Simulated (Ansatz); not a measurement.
Reaction (substitution at a C–C bond): `CC(C)CCC(C)C` + HBr → `CBr` + `CCCCC(C)C`

Isolated molecules relaxed with PBE0-D4/def2-TZVP in Ansatz; ΔE leaves out vibrations. CBS: MP2 limit from def2 TZ/QZ plus the TZ coupled-cluster correction, frozen cores. Functionals use def2-TZVPP. B3LYP here is the variant with VWN-RPA as its local correlation; programs differ in this. HSE06 is defined as in plane-wave codes. For Br outer-core shells are correlated without core-valence functions, which leaves a few kJ/mol of doubt a bond. Scalar relativity is left out up to krypton. One conformer a species, not always the lowest.

| level | ΔE (kJ/mol) | difference from CCSD(T)/CBS |
| --- | --- | --- |
| LDA (SPW92) | 29.7 | 8.6 |
| PBE-D4 | 15.7 | -5.4 |
| revPBE-D4 | 17.9 | -3.2 |
| BLYP-D4 | 12.9 | -8.2 |
| r2SCAN-D4 | 18.0 | -3.1 |
| B97M-V | 21.1 | 0.0 |
| PBE0-D4 | 17.9 | -3.2 |
| B3LYP-D4 | 14.7 | -6.4 |
| r2SCAN0-D4 | 19.2 | -1.9 |
| HSE06-D4 | 17.3 | -3.8 |
| BHLYP-D4 | 15.9 | -5.2 |
| CAM-B3LYP-D4 | 18.9 | -2.2 |
| ωB97X-V | 18.6 | -2.5 |
| ωB97M-V | 19.9 | -1.2 |
| B2PLYP | 12.2 | -8.9 |
| PBE | 10.0 | -11.1 |
| revPBE | 2.5 | -18.6 |
| BLYP | 1.6 | -19.5 |
| r2SCAN | 15.9 | -5.2 |
| PBE0 | 12.8 | -8.3 |
| B3LYP | 6.1 | -15.0 |
| r2SCANh | 16.3 | -4.8 |
| r2SCAN0 | 16.8 | -4.3 |
| HSE06 | 12.5 | -8.6 |
| CAM-B3LYP | 13.7 | -7.4 |
| RPA@PBE/def2-TZVPP | 19.4 | -1.7 |
| HF/def2-SVP | 17.4 | -3.7 |
| MP2/def2-SVP | 38.5 | 17.4 |
| CCSD/def2-SVP | 36.3 | 15.2 |
| CCSD(T)/def2-SVP | 37.9 | 16.8 |
| MP2/def2-TZVPP | 22.8 | 1.7 |
| SCS-MP2/def2-TZVPP | 18.0 | -3.1 |
| CCSD/def2-TZVPP | 20.4 | -0.7 |
| CCSD(T)/def2-TZVPP | 21.7 | 0.6 |
| HF/def2-QZVPP | 5.5 | -15.6 |
| MP2/def2-QZVPP | 22.5 | 1.4 |
| SCS-MP2/def2-QZVPP | 17.7 | -3.4 |
| HF/CBS(def2) | 5.5 | -15.6 |
| MP2/CBS(def2) | 22.2 | 1.1 |
| CCSD/CBS(def2) | 19.7 | -1.4 |
| CCSD(T)/CBS | 21.1 | 0 |

Largest T1 diagnostic among the species: 0.009.

From BLYP to BHLYP (50 % exact exchange), in def2-TZVPP and without D4, ΔE moves by +8.6 kJ/mol. Leaving LDA and LC-ωPBE aside and taking each functional with its dispersion term where it has one, the values spread over 8.9 kJ/mol, from B2PLYP to B97M-V. LDA lies +19.8 kJ/mol from PBE without D4. In def2-TZVPP, CCSD(T) changes the Hartree–Fock value by +16.3 kJ/mol (the triples alone add +1.4 kJ/mol) and MP2 by +17.4 kJ/mol.
